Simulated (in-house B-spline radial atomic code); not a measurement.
RPA and G0W0 on SCAN: neutral beryllium

Configuration [He] 2s2, mean-field start SCAN. Computed with an all-electron radial atomic-structure program (B-spline basis): all electrons, scalar-relativistic (spin-free one-electron X2C), finite nucleus, each spin shell either full or empty, empty states to l = 9 with an (l + 1/2)⁻⁴ tail; G0W0 by contour deformation at full frequency.

Command:
```bash
python run_gw.py task.json out
```
Settings (radii: box in bohr, nucleus in fm):
```
Z                        4
electrons                4
configuration            [He] 2s2
hamiltonian              x2c
method                   scan,scan
lmax                     9
rms_radius               2.519
spin_polarised           False
box_radius               40
intervals                75
ion_configuration        [He] 2s1
```

Time taken, with all properties: 2.6 s on 1 thread of Arm Neoverse N1, with other jobs on the host.

Energies (hartree):

```csv
term,value
mean-field total,-14.65273
Hartree-Fock functional on these orbitals,-14.57441
direct second order,-0.23634
second-order exchange,0.11639
SOSEX correction,0.086445
```

What is the RPA correlation energy, and what remains with SOSEX?

RPA gives -0.17551 hartree (-1.19 eV per electron); RPA + SOSEX gives -0.089069, and the second-order doubles -0.11995 hartree (no singles). SOSEX takes back 49 % of the RPA value.

Quasi-particle levels (eV):

```csv
level,occupied,mean field,Σx - vxc,Σc,QP weight,G0W0
2s,yes,-5.752,-2.62,?,?,?
2p,no,-1.803,3.84,-1.46,0.863,0.580
```

G0W0 = mean field + (Σx - vxc) + Σc, with Σc (partial-wave tail included) taken at the quasi-particle energy. Levels of low weight are left out. An empty level above zero is unbound and depends on the box.

Where does G0W0 put 2s?

At -9.128 eV, with Σc = -0.76 eV and a quasi-particle weight of 0.827. The tabulated removal energy is 9.323 eV (NIST, measured).
